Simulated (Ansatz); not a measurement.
Ansatz (a first-principles code) job for C2H5I, SMILES CCI (connectivity only; charge and spin as stated), charge +1, multiplicity 2, B3LYP-D3(BJ)/def2-SVP. 

Ansatz 0.2 input:
```yaml
crystal:
  periodic: [false, false, false]
  atoms:
    - {symbol: C, position_ang: [-0.39848728, -2.47310015, 0.00000000]}
    - {symbol: C, position_ang: [0.64798830, -1.41370861, -0.00000000]}
    - {symbol: I, position_ang: [-0.03933084, 0.65205581, 0.00000000]}
    - {symbol: H, position_ang: [-1.06306647, -2.41583938, 0.86892590]}
    - {symbol: H, position_ang: [0.09134635, -3.44813852, -0.00000000]}
    - {symbol: H, position_ang: [-1.06306648, -2.41583939, -0.86892589]}
    - {symbol: H, position_ang: [1.31115758, -1.47914401, 0.87595845]}
    - {symbol: H, position_ang: [1.31115758, -1.47914401, -0.87595845]}
basis:
  gaussian:
    orbitals: def2-SVP
hamiltonian:
  xc: b3lyp
  dispersion: d3bj
total_charge: 1
magnetization: {spin_polarized: true, initial_magnetization: 1}
relax: {f_tol: 0.002, max_steps: 200}
```

It prints:

```
WARN ansatz: RAYON_NUM_THREADS=1 ignored (pool sized by the plan → 1); use --threads N
Functional definition: B3LYP
integrals: 0.03 GiB planned
979 factors; integrals over basis functions are off by at most 2.9e-4 eV
mean field: 0.43 GiB planned
mean field evaluation 1: about -10231.4419 eV, gradient 5.5e1 eV
mean field evaluation 2: about -10191.2217 eV, gradient 9.0e1 eV
mean field evaluation 4: about -10247.9302 eV, gradient 5.0e0 eV
mean field evaluation 8: about -10248.0816 eV, gradient 3.6e-1 eV
mean field evaluation 16: about -10248.0823 eV, gradient 4.9e-5 eV
mean field evaluation 32: about -10248.0090 eV, gradient 3.1e-6 eV
mean field -10248.08229306 eV, -376.6100778703 hartree, gradient 1.9e-6 eV, S^2 0.751974; 4 other end points of the search recorded, 0 dependent functions left out
the calculation of the forces begins
reference -10248.08251693 eV, -376.6100860974 hartree; 21, 20 occupied and 58, 59 virtual orbitals, 979 factors
relax step   1: F+E_penalty+E_count = -10248.35499911 eV  Δ(F+E_penalty+E_count) = +0.000e0 eV  max|allowed force component| = 1.111e0 eV/Å  Δτ_max = 0.0000 Å  (129 SCF iters, accepted)
these checks for a lower state are left out or cut short: starts, cluster_reference, orbital_swaps, neighbouring_geometries, increment
integrals: 0.03 GiB planned
979 factors; integrals over basis functions are off by at most 3.1e-4 eV
mean field: 0.43 GiB planned
mean field -10248.13686350 eV, -376.6120832971 hartree, gradient 6.9e-6 eV, S^2 0.752016; 0 other end points of the search recorded, 0 dependent functions left out
the calculation of the forces begins
reference -10248.13708773 eV, -376.6120915372 hartree; 21, 20 occupied and 58, 59 virtual orbitals, 979 factors
relax step   2: F+E_penalty+E_count = -10248.41029396 eV  Δ(F+E_penalty+E_count) = -5.529e-2 eV  max|allowed force component| = 4.642e-1 eV/Å  Δτ_max = 0.0592 Å  (68 SCF iters, accepted)
these checks for a lower state are left out or cut short: starts, cluster_reference, orbital_swaps, neighbouring_geometries, increment
integrals: 0.03 GiB planned
979 factors; integrals over basis functions are off by at most 3.2e-4 eV
mean field: 0.43 GiB planned
mean field evaluation 64: about -10248.1537 eV, gradient 6.9e-5 eV
mean field -10248.15371015 eV, -376.6127024000 hartree, gradient 5.0e-6 eV, S^2 0.752130; 0 other end points of the search recorded, 0 dependent functions left out
the calculation of the forces begins
reference -10248.15393492 eV, -376.6127106602 hartree; 21, 20 occupied and 58, 59 virtual orbitals, 979 factors
relax step   3: F+E_penalty+E_count = -10248.42545123 eV  Δ(F+E_penalty+E_count) = -1.516e-2 eV  max|allowed force component| = 1.990e-1 eV/Å  Δτ_max = 0.0367 Å  (57 SCF iters, accepted)
these checks for a lower state are left out or cut short: starts, cluster_reference, orbital_swaps, neighbouring_geometries, increment
integrals: 0.03 GiB planned
979 factors; integrals over basis functions are off by at most 3.3e-4 eV
mean field: 0.43 GiB planned
mean field -10248.15171076 eV, -376.6126289238 hartree, gradient 4.1e-6 eV, S^2 0.752259; 0 other end points of the search recorded, 0 dependent functions left out
the calculation of the forces begins
reference -10248.15193523 eV, -376.6126371727 hartree; 21, 20 occupied and 58, 59 virtual orbitals, 979 factors
relax step   4: F+E_penalty+E_count = -10248.42294873 eV  Δ(F+E_penalty+E_count) = +2.502e-3 eV  max|allowed force component| = 3.313e-1 eV/Å  Δτ_max = 0.0216 Å  (55 SCF iters, rejected (line search))
these checks for a lower state are left out or cut short: starts, cluster_reference, orbital_swaps, neighbouring_geometries, increment
integrals: 0.03 GiB planned
979 factors; integrals over basis functions are off by at most 3.2e-4 eV
mean field: 0.43 GiB planned
mean field -10248.15739588 eV, -376.6128378480 hartree, gradient 7.4e-6 eV, S^2 0.752205; 0 other end points of the search recorded, 0 dependent functions left out
the calculation of the forces begins
reference -10248.15762058 eV, -376.6128461055 hartree; 21, 20 occupied and 58, 59 virtual orbitals, 979 factors
relax step   5: F+E_penalty+E_count = -10248.42877687 eV  Δ(F+E_penalty+E_count) = -3.326e-3 eV  max|allowed force component| = 5.331e-2 eV/Å  Δτ_max = 0.0106 Å  (53 SCF iters, accepted)
these checks for a lower state are left out or cut short: starts, cluster_reference, orbital_swaps, neighbouring_geometries, increment
integrals: 0.03 GiB planned
979 factors; integrals over basis functions are off by at most 3.2e-4 eV
mean field: 0.43 GiB planned
mean field evaluation 96: about -10248.1580 eV, gradient 1.5e-5 eV
mean field -10248.15796980 eV, -376.6128589392 hartree, gradient 2.8e-6 eV, S^2 0.752222; 0 other end points of the search recorded, 0 dependent functions left out
the calculation of the forces begins
reference -10248.15819453 eV, -376.6128671980 hartree; 21, 20 occupied and 58, 59 virtual orbitals, 979 factors
relax step   6: F+E_penalty+E_count = -10248.42899696 eV  Δ(F+E_penalty+E_count) = -2.201e-4 eV  max|allowed force component| = 2.685e-2 eV/Å  Δτ_max = 0.0083 Å  (51 SCF iters, accepted)
these checks for a lower state are left out or cut short: starts, cluster_reference, orbital_swaps, neighbouring_geometries, increment
integrals: 0.03 GiB planned
979 factors; integrals over basis functions are off by at most 3.2e-4 eV
mean field: 0.43 GiB planned
mean field -10248.15719445 eV, -376.6128304455 hartree, gradient 4.8e-6 eV, S^2 0.752225; 0 other end points of the search recorded, 0 dependent functions left out
the calculation of the forces begins
reference -10248.15741907 eV, -376.6128387003 hartree; 21, 20 occupied and 58, 59 virtual orbitals, 979 factors
relax step   7: F+E_penalty+E_count = -10248.42857692 eV  Δ(F+E_penalty+E_count) = +4.200e-4 eV  max|allowed force component| = 6.564e-2 eV/Å  Δτ_max = 0.0078 Å  (49 SCF iters, rejected (line search))
these checks for a lower state are left out or cut short: starts, cluster_reference, orbital_swaps, neighbouring_geometries, increment
integrals: 0.03 GiB planned
979 factors; integrals over basis functions are off by at most 3.2e-4 eV
mean field: 0.43 GiB planned
mean field -10248.15796253 eV, -376.6128586718 hartree, gradient 4.2e-6 eV, S^2 0.752227; 0 other end points of the search recorded, 0 dependent functions left out
the calculation of the forces begins
reference -10248.15818724 eV, -376.6128669300 hartree; 21, 20 occupied and 58, 59 virtual orbitals, 979 factors
relax step   8: F+E_penalty+E_count = -10248.42902810 eV  Δ(F+E_penalty+E_count) = -3.115e-5 eV  max|allowed force component| = 2.400e-3 eV/Å  Δτ_max = 0.0020 Å  (48 SCF iters, accepted)
these checks for a lower state are left out or cut short: starts, cluster_reference, orbital_swaps, neighbouring_geometries, increment
integrals: 0.03 GiB planned
979 factors; integrals over basis functions are off by at most 3.2e-4 eV
mean field: 0.43 GiB planned
mean field evaluation 128: about -10248.1580 eV, gradient 2.0e-5 eV
mean field -10248.15796916 eV, -376.6128589156 hartree, gradient 5.3e-6 eV, S^2 0.752227; 0 other end points of the search recorded, 0 dependent functions left out
the calculation of the forces begins
reference -10248.15819388 eV, -376.6128671738 hartree; 21, 20 occupied and 58, 59 virtual orbitals, 979 factors
relax step   9: F+E_penalty+E_count = -10248.42902829 eV  Δ(F+E_penalty+E_count) = -1.935e-7 eV  max|allowed force component| = 6.562e-4 eV/Å  Δτ_max = 0.0001 Å  (43 SCF iters, accepted)
integrals: 0.03 GiB planned
979 factors; integrals over basis functions are off by at most 3.2e-4 eV
mean field: 0.43 GiB planned
mean field evaluation 160: about -10248.1094 eV, gradient 8.2e-2 eV
mean field -10248.15796916 eV, -376.6128589156 hartree, gradient 5.3e-6 eV, S^2 0.752227; 5 other end points of the search recorded, 0 dependent functions left out
the calculation of the forces begins
reference -10248.15819388 eV, -376.6128671738 hartree; 21, 20 occupied and 58, 59 virtual orbitals, 979 factors
Total energy: -10248.42925301 eV, -376.6228284134 hartree
Atom 0 at    -0.429975    -2.474967     0.000000 Å, force    -0.000334     0.000656    -0.000000 eV/Å
Atom 1 at     0.677831    -1.468018     0.000000 Å, force    -0.000171    -0.000012     0.000000 eV/Å
Atom 2 at    -0.037580     0.662765    -0.000000 Å, force     0.000062    -0.000093     0.000000 eV/Å
Atom 3 at    -1.058162    -2.422312     0.900041 Å, force     0.000085    -0.000067    -0.000011 eV/Å
Atom 4 at     0.067847    -3.463563    -0.000000 Å, force     0.000266    -0.000378     0.000000 eV/Å
Atom 5 at    -1.058162    -2.422312    -0.900041 Å, force     0.000085    -0.000067     0.000011 eV/Å
Atom 6 at     1.317950    -1.442225     0.897978 Å, force     0.000003    -0.000020    -0.000227 eV/Å
Atom 7 at     1.317950    -1.442225    -0.897978 Å, force     0.000003    -0.000020     0.000227 eV/Å
Dipole moment:     0.163194    -0.465073     0.000000 e Å
```

The calculation finished and met its thresholds.
